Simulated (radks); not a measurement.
Values are calculated unless marked as measured or tabulated.
Task: Fe3+, configuration [Ar] 3d5. Code: a radial shooting solver on a logarithmic mesh with Libxc functionals. Model: Dirac Kohn-Sham, BLYP, spin-unpolarised, spherical densities, point nucleus; open shells fill j = l - 1/2 first. Some entries of the table are withheld. Estimate them.

orbital  occ.  eigenvalue (hartree)  r(max) (bohr)  <r^2> (bohr^2)
1s1/2       2             -258.6317            (1)        0.004595
2s1/2       2             -31.52127         0.2225         0.08411
2p1/2       2             -27.37962         0.1780         0.06707
2p3/2       4             -26.92051         0.1805         0.06870
3s1/2       2              -4.80968         0.6986             (2)
3p1/2       2              -3.59515         0.7048          0.8279
3p3/2       4              -3.53680         0.7119          0.8452
3d3/2       4              -1.58988            (3)             (4)
3d5/2       1              -1.58334            (5)             (6)

Result: 
(1) 1s1/2 r(max) (bohr): 0.03826
(2) 3s1/2 <r^2> (bohr^2): 0.7457
(3) 3d3/2 r(max) (bohr): 0.6918
(4) 3d3/2 <r^2> (bohr^2): 1.238
(5) 3d5/2 r(max) (bohr): 0.6941
(6) 3d5/2 <r^2> (bohr^2): 1.247
